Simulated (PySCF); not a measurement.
## Electron correlation in Rb⁺ (rubidium, charge +1)

[Kr], closed-shell 1S. Calculation: PySCF 2.14, in def2-SVP with the def2 core potential (28 electrons) (5s3p2d, 24 functions); scalar relativity through the core potential. Frozen: 4s2; 6 electrons correlated.

Total MP2 correlation energy: -37.03 mhartree.

Same-spin part -10.47 and opposite-spin part -26.56 mhartree; SCS-MP2 scales them by 1/3 and 6/5 to -35.36 mhartree.

| level | correlation energy (mhartree) |
| --- | --- |
| CCSD | -41.74 |
| (T) | -0.55 |
| CCSD(T) | -42.29 |

Diagnostics: T1 = 0.0067, D1 = 0.0095, largest double amplitude 0.026.

**Question.** Is a single reference adequate?

**Answer.** Yes, within this model without spin-orbit coupling: T1 lies below 0.03 and no double amplitude reaches 0.07.
